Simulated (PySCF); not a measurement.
BH4, SMILES [BH4-], charge -1. Atoms are numbered in the order given.

```xyz
5

B      0.0000     0.0000     0.0000
H      0.7170    -0.7170    -0.7170
H     -0.7170    -0.7170     0.7170
H     -0.7170     0.7170    -0.7170
H      0.7170     0.7170     0.7170
```
Charge -1, spin multiplicity 1.

The structure is a stationary point at ωB97X-D3(BJ)/def2-TZVPD.

Method: M06-2X/def2-TZVPD run with PySCF.

Symmetry labels are those of the subgroup D2 that the program uses (full group Td).

Computed valence orbital energies around the gap with their symmetry:
```
orbital  symmetry  energy (eV)
-------  --------  -----------
HOMO−4          A      -183.15
HOMO−3          A        -8.96
HOMO−2         B1        -3.12
HOMO−1         B2        -3.12
HOMO           B3        -3.12
LUMO            A         3.98
LUMO+1          A         7.32
LUMO+2          A         7.32
LUMO+3         B1         7.42
```
